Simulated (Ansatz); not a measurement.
Input for Ansatz (a first-principles code): R-B3LYP/def2-TZVPPD on N2 (SMILES N#N). Files ending in .json are basis or fitting sets from the Basis Set Exchange.

Ansatz 0.2 input:
```yaml
crystal:
  periodic: [false, false, false]
  atoms:
    - {symbol: N, position_ang: [0.02028671, -0.00283959, 2.86884325]}
    - {symbol: N, position_ang: [0.03616433, -0.00290193, 3.95933179]}
basis:
  gaussian:
    orbitals: def2-TZVPPD.json
hamiltonian:
  xc: {name: B3LYP}
scf: {lower_state_search: off}
```

Program output:

```
WARN ansatz: RAYON_NUM_THREADS=2 ignored (pool sized by the plan → 2); use --threads N
Functional definition: B3LYP
these checks for a lower state are left out or cut short: stability, starts, cluster_reference, orbital_swaps, neighbouring_geometries, increment
integrals: 0.01 GiB planned
358 factors; their error is unknown
mean field: 0.13 GiB planned
mean field evaluation 1: about -2980.3988 eV, gradient 2.6e1 eV
mean field evaluation 2: about -2980.9097 eV, gradient 2.0e1 eV
mean field evaluation 4: about -2981.6437 eV, gradient 7.1e-2 eV
mean field evaluation 8: about -2981.6549 eV, gradient 8.8e-4 eV
mean field -2981.65486738 eV, -109.5737953379 hartree, gradient 1.7e-6 eV, S^2 0.000000; 0 other end points of the search recorded, 0 dependent functions left out
reference -2981.65500265 eV, -109.5738003090 hartree; 7, 7 occupied and 67, 67 virtual orbitals, 358 factors
Total energy: -2981.65500265 eV, -109.5738003090 hartree
Checks for a lower state left out: stability, starts, cluster_reference, orbital_swaps, neighbouring_geometries, increment
```

Self-consistency was reached.

Cost: very roughly 0.5 core-seconds.
